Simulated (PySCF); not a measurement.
PySCF 2.14 output of a UHF calculation on a single atom or ion in jorge-DZP-DKH (8s6p2d1f, 43 functions), with the spin-free X2C one-electron Hamiltonian (Gaussian nucleus):

```
SCF conv_tol = 1e-09
number electrons alpha = 13  beta = 10
cycle= 1 E= -948.109210084583  delta_E= -0.00478  |g|= 0.0208  |ddm|= 0.0511
cycle= 2 E= -948.10931851568  delta_E= -0.000108  |g|= 0.00326  |ddm|= 0.00788
cycle= 3 E= -948.109321312982  delta_E= -2.8e-06  |g|= 0.000256  |ddm|= 0.00233
cycle= 4 E= -948.109321336465  delta_E= -2.35e-08  |g|= 8.65e-05  |ddm|= 0.000303
cycle= 5 E= -948.109321341063  delta_E= -4.6e-09  |g|= 1.29e-05  |ddm|= 0.000369
cycle= 6 E= -948.109321341276  delta_E= -2.13e-10  |g|= 2.17e-06  |ddm|= 0.000107
converged SCF energy = -948.109321341276  <S^2> = 3.7625852  2S+1 = 4.0062877
```

The run itself started from symmetry-adapted Hartree-Fock orbitals and held the occupation by maximum overlap, so the iterations belong to that start.

**Question.** Which element, charge and spin multiplicity is this?

**Answer.** V (vanadium, neutral), multiplicity 4; the state was [Ar] 3d3 4s2, high-spin 4F determinant.
